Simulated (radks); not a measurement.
Results of a calculation; reference values are marked as such.
Effect of the nuclear size on the rhenium ion Re2+, [Xe] 4f14 5d5. Code: a radial shooting solver on a logarithmic mesh with Libxc functionals. Model: Dirac Kohn-Sham, BLYP, spin-unpolarised, spherical densities, finite nucleus; open shells are shared between the two j in proportion to 2j + 1; Fermi nuclear charge, rms radius 5.3698 fm. The rms radius is varied about that value; shifts are against it.

rms radius (fm),total energy shift (eV),density at nucleus (e/bohr^3),1s1/2 shift (meV),2s1/2 shift (meV),5s1/2 shift (meV),5p1/2 shift (meV),5d5/2 shift (meV),6s1/2 (empty) shift (meV),6p1/2 (empty) shift (meV)
4.5429,-18.7,1.642e+06,-7540,-1070,-10.7,-0.056,0.114,-1.43,-0.052
4.8328,-12.3,1.607e+06,-4990,-710,-7.10,-0.037,0.076,-0.946,-0.034
5.3698,0,1.547e+06,0.000,0.000,0.000,0.000,0.000,0.000,0.000
5.7725,9.80,1.508e+06,3960,564,5.63,0.030,-0.060,0.751,0.027
6.2666,22.4,1.464e+06,9080,1290,12.9,0.070,-0.137,1.72,0.062

Slopes of the eigenvalues against <r^2> in GHz/fm^2, as finite differences over the two radii next to the reference (eigenvalue slopes, not the field-shift constants of lines): 1s1/2 217000, 2s1/2 30900, 5s1/2 309, 5p1/2 1.63, 5d5/2 -3.28, 6s1/2 (empty) 41.2, 6p1/2 (empty) 1.49.
